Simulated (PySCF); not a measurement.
# Electron correlation in Sc (scandium, neutral)

[Ar] 3d3, high-spin 4F determinant (an excited configuration). All numbers are calculated (PySCF 2.14, the spin-free X2C one-electron Hamiltonian (Gaussian nucleus), in aug-cc-pVTZ-DK (8s7p5d3f2g, 93 functions)). Frozen: [Ar]; 3 electrons correlated.

| level | correlation energy (mhartree) |
| --- | --- |
| CCSD | -42.01 |
| (T) | -2.50 |
| CCSD(T) | -44.51 |

Diagnostics: T1 = 0.054, D1 = 0.0767, largest double amplitude 0.073.

T1 exceeds 0.03, a sign that the reference determinant is poor.

Cost of the coupled-cluster step: about 12 core-seconds, for 3 correlated electrons.
